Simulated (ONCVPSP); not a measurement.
## V: excitation energies, all-electron against ONCV

```
Element                 : V
Generator               : ONCVPSP 4.0.1
Type                    : optimised norm-conserving Vanderbilt (ONCV)
Functional              : PBE
Relativity              : scalar-relativistic
Frozen core             : [Ne]
Valence charge          : 13
Reference configuration : 3s2 3p6 3d3 4s1 (charge +1)
Partial waves           : 3s+4s: rc 1.70 bohr, ncon 4, nbas 8, qcut 9 1/bohr, 2 projectors; 3p: rc 1.25 bohr, ncon 4, nbas 8, qcut 13.8 1/bohr, 2 projectors, debl 2.9 Ha; 3d: rc 1.45 bohr, ncon 4, nbas 8, qcut 9.9 1/bohr, 2 projectors, debl 1.3 Ha
Local potential         : polynomial inside 0.80 bohr (lpopt 4, dvloc0 2 Ha)
Core correction         : none
```

Energies are relative to the spin-unpolarised reference configuration 3s2 3p6 3d3 4s1; without spin polarisation the order of configurations can differ from experiment.

```csv
valence configuration,charge,ΔE all-electron (eV),error AE − PS (meV)
3s2 3p6 3d3 4s2,0,-7.735,+1.0
3s2 3p6 3d2 4s0,+3,43.193,+22
3s2 3p6 3d3 4s0 4p2,0,-0.880,+0.4
```

What are ΔE and the potential's error for 3s2 3p6 3d3 4s0?

ΔE = 14.296 eV all-electron; the error (AE − PS) is -0.4 meV.

Levels in the configuration 3s2 3p6 3d3 4s2:

| level | all-electron (eV) | pseudo (eV) |
| --- | --- | --- |
| 3s | -70.235 | -70.233 |
| 3p | -44.041 | -44.038 |
| 3d | -5.165 | -5.160 |
| 4s | -4.702 | -4.703 |
